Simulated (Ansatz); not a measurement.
`CCC1CCCC1` → `C[C@@H]1CCC[C@@H]1C`  (isomerisation)

Isolated molecules relaxed with PBE0-D4/def2-TZVP in Ansatz; ΔE leaves out vibrations. CCSD(T)/CBS is the MP2 limit (def2-TZVPP, def2-QZVPP) plus CCSD(T) − MP2 in def2-TZVPP, frozen cores. Functionals use def2-TZVPP. B3LYP here is the variant with VWN-RPA as its local correlation; programs differ in this. Each species was taken in one conformer, which may not be the lowest.

**Question.** Is it downhill or uphill in electronic energy at CCSD(T)/CBS, and by how much? (Estimate.)

**Answer.** The calculation gave: Downhill: ΔE = -3.0 kJ/mol.

**Question.** What do these levels give: PBE-D4, B3LYP-D4, r2SCAN0-D4, BHLYP-D4, PBE-QIDH, BLYP, r2SCAN, BHLYP, RPA@PBE/def2-TZVPP, CCSD(T)/def2-SVP, SCS-MP2/def2-TZVPP, MP2/def2-QZVPP? (An estimate is asked.)

**Answer.** Computed: PBE-D4 -1.4, B3LYP-D4 -1.6, r2SCAN0-D4 -1.9, BHLYP-D4 -1.1, PBE-QIDH -1.8, BLYP 4.8, r2SCAN -1.3, BHLYP 2.8, RPA@PBE/def2-TZVPP -3.5, CCSD(T)/def2-SVP -4.1, SCS-MP2/def2-TZVPP -3.3, MP2/def2-QZVPP -5.1 kJ/mol.

Largest T1 diagnostic among the species: 0.009.

Leaving LDA and LC-ωPBE aside and taking each functional with its dispersion term where it has one, the values, not all of them listed here, spread over 3.9 kJ/mol, from revPBE-D4 to B2PLYP. LDA lies −5.6 kJ/mol from PBE without D4. In def2-TZVPP, CCSD(T) changes the Hartree–Fock value by −8.8 kJ/mol (the triples alone add −1.3 kJ/mol) and MP2 by −10.7 kJ/mol.
